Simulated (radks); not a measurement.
Values are calculated unless marked as measured or tabulated.
The gallium ion Ga+ inside a hard spherical wall (all orbitals vanish at R), configuration held at [Ar] 3d10 4s2 and not refilled when levels cross. Level of theory: scalar-relativistic Kohn-Sham, PBE, spin-polarised, spherical densities, point nucleus (a radial shooting solver on a logarithmic mesh with Libxc functionals). Eigenvalues in eV for spin up, with the zero of energy where the potential of the charges vanishes at infinity; a dash marks a level that is unbound or too diffuse for the functional's potential to be trusted. A positive occupied level is held by the wall or, in an anion where self-interaction has pushed it up, behind a barrier. The pressure on the wall is -dE/dV.

R (bohr)  E (hartree)  kinetic (hartree)    e(3s)    e(3p)    e(3d)    e(4s)  e(4p, empty)  e(5s, empty)  pressure (GPa)
free      -1943.72879           1976.799  -156.41  -107.14  -27.422  -16.332        -9.068             -               0
15        -1943.72879           1976.799  -156.41  -107.14  -27.422  -16.332        -9.068             -        < 0.0001
12        -1943.72879           1976.799  -156.41  -107.14  -27.422  -16.332        -9.068        -3.819        < 0.0001
10        -1943.72879           1976.799  -156.41  -107.14  -27.422  -16.332        -9.066        -3.589        < 0.0001
6         -1943.72540           1976.832  -156.26  -106.99  -27.276  -16.191        -8.672         1.347           0.395
3         -1943.11099           1979.575  -149.65  -100.44  -20.894   -5.453         6.821        66.139             294
1.5       -1926.30952           2036.051  -93.577  -43.504   41.636   161.44        188.39        547.54           53100
